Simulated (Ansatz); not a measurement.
## H2Se (hydrogen selenide): entropy by statistical mechanics

A singlet with charge 0, relaxed at r2SCAN/def2-QZVP (Ansatz 0.2.0):

```xyz
3

Se    0.5615   -0.2751    0.2806
H     0.0440    1.0891    0.1428
H    -0.6055   -0.8140   -0.4234
```

Harmonic wavenumbers in cm⁻¹: 1059, 2436, 2450.

Masses in u: Se 78.971, H 1.008. Take T = 298.15 K, p = 1 bar, R = 8.3145 J/(mol K), kT/hc = 207.22 cm⁻¹, rigid rotor and harmonic oscillator.

**Question.** Work out S° at 298 K.

**Answer.** 
1. Translation (Sackur–Tetrode): S = R[3/2 ln M + 5/2 ln T − 1.1517] with M = 80.987 gives 163.7 J/(mol K).
2. Rotation: principal moments 2.078, 2.200, 4.277 u Å² give A, B, C = 8.1143, 7.6641, 3.9414 cm⁻¹; the symmetry number is σ = 2; q = (√π/σ)√((kT/hc)³/ABC) = 169; S = R(ln q + 3/2) = 55.1.
3. Vibration: with u = ν̃/207.22, each mode gives R[u/(eᵘ − 1) − ln(1 − e⁻ᵘ)]; the sum is 0.3, most from 1059 cm⁻¹ (0.3).
4. Electronic: R ln 1 = 0.0, from the spin multiplicity alone.
5. Sum: 163.7 + 55.1 + 0.3 + 0.0 = 219.1 J/(mol K).

No measured value is set beside it here.
